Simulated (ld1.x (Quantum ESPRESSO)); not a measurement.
## An all-electron radial function and its pseudo partner (carbon (C))

Columns: radius, all-electron u(r) and pseudo u(r) of the 2p shell (level -5.23 eV) of carbon in the configuration [He] 2s2 2p2; PBEsol, scalar-relativistic, ultrasoft scheme, ld1.x (Quantum ESPRESSO) 7.5.

```csv
r (bohr),all-electron,pseudo
0.123,0.0669,0.0099
0.245,0.1935,0.0384
0.368,0.3256,0.0842
0.490,0.4405,0.1432
0.613,0.5340,0.2125
0.735,0.6050,0.2863
0.858,0.6557,0.3612
0.980,0.6874,0.4315
1.103,0.7038,0.4944
1.225,0.7075,0.5458
1.348,0.7014,0.5846
1.470,0.6880,0.6093
1.593,0.6688,0.6205
1.715,0.6459,0.6193
1.838,0.6201,0.6076
1.960,0.5927,0.5881
2.083,0.5641,0.5631
2.205,0.5353,0.5353
2.328,0.5064,0.5064
2.450,0.4780,0.4780
2.573,0.4502,0.4502
2.695,0.4234,0.4234
2.818,0.3974,0.3974
2.940,0.3727,0.3727
3.063,0.3489,0.3489
3.185,0.3265,0.3265
```

(1) How many radial nodes do the two functions have?

(2) At about which radius was the pseudo-wave matched?

(3) Is the pseudo-wave norm-conserving?

Results:

(1) The all-electron 2p function has n − l − 1 = 0; the pseudo-wave has 0.

(2) 2.45 bohr. The columns agree to 0.0005 from 2.21 bohr on; several derivatives are matched, so the curves merge somewhat inside the radius.

(3) No, it belongs to an ultrasoft set: the norm inside the radius is not constrained, and the difference is carried by the augmentation charge.
